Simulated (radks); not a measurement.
The lead ion Pb+, configuration [Hg] 6p1. Calculated with a radial shooting solver on a logarithmic mesh with Libxc functionals: Dirac Kohn-Sham, PBE, spin-unpolarised, spherical densities, point nucleus; open shells are shared between the two j in proportion to 2j + 1.

Unscreened Slater integrals over Kohn-Sham orbitals (eV). Large and small components are both included.

\begin{tabular}{lr}
integral & value \\ \hline
F0(6p3/2,6p3/2) & 7.8836 \\
F2(6p3/2,6p3/2) & 4.2342 \\
F0(6p3/2,6p1/2) & 8.3244 \\
G2(6p3/2,6p1/2) & 4.3348 \\
F0(6p3/2,6s1/2) & 8.9712 \\
G1(6p3/2,6s1/2) & 5.1203 \\
F0(6p3/2,5d5/2) & 9.8385 \\
F2(6p3/2,5d5/2) & 2.8802 \\
G1(6p3/2,5d5/2) & 1.1176 \\
G3(6p3/2,5d5/2) & 0.92988 \\
F0(6p1/2,6p1/2) & 8.8756 \\
F0(6p1/2,6s1/2) & 9.7157 \\
G1(6p1/2,6s1/2) & 6.3502 \\
F0(6p1/2,5d5/2) & 10.929 \\
G3(6p1/2,5d5/2) & 1.4184 \\
F0(6s1/2,6s1/2) & 10.916 \\
F0(6s1/2,5d5/2) & 12.935 \\
G2(6s1/2,5d5/2) & 2.8734 \\
F0(5d5/2,5d5/2) & 18.626 \\
F2(5d5/2,5d5/2) & 9.6809 \\
F4(5d5/2,5d5/2) & 6.4409 \\
\end{tabular}
